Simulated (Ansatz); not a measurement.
`B[Se][SiH2]C`, relaxed with RKS PBE-D4/def2-SVP in Ansatz 0.2.0 from a rough embedded geometry. The force threshold is 0.03 eV/Å; the program also tests the step.

The species carries charge 0 and has multiplicity 1.

Start:

```xyz
11

B    -0.017   -0.602    2.093
Se    1.229    0.767    1.468
Si    0.873    0.068   -0.673
C    -0.780    0.588   -1.235
H    -1.217   -0.358    2.224
H     0.338   -1.698    2.437
H     1.895    0.775   -1.560
H     1.114   -1.335   -0.766
H    -1.527   -0.014   -0.569
H    -0.949    1.611   -1.140
H    -0.958    0.197   -2.280
```

Task: By how much does the energy fall, and how many steps does the optimiser take? (Estimate.)

Result: The calculation gave: 1.01 eV, in 17 steps.

Task: Which bonds change most? (An estimate is asked.)

Result: Computed: Si3–H8 from 1.427 to 1.503 Å; C4–H10 from 1.042 to 1.108 Å; Si3–C4 from 1.822 to 1.884 Å; C4–H9 from 1.168 to 1.108 Å.

Task: Give the relaxed structure. (Estimate.)

Result: Computed: 
```xyz
11

B     0.064   -0.718    2.212
Se    1.380    0.438    1.434
Si    0.860    0.036   -0.803
C    -0.865    0.668   -1.217
H    -0.689   -1.374    1.520
H     0.027   -0.756    3.423
H     1.911    0.761   -1.598
H     0.977   -1.441   -1.059
H    -1.624    0.155   -0.593
H    -0.940    1.759   -1.035
H    -1.100    0.473   -2.284
```
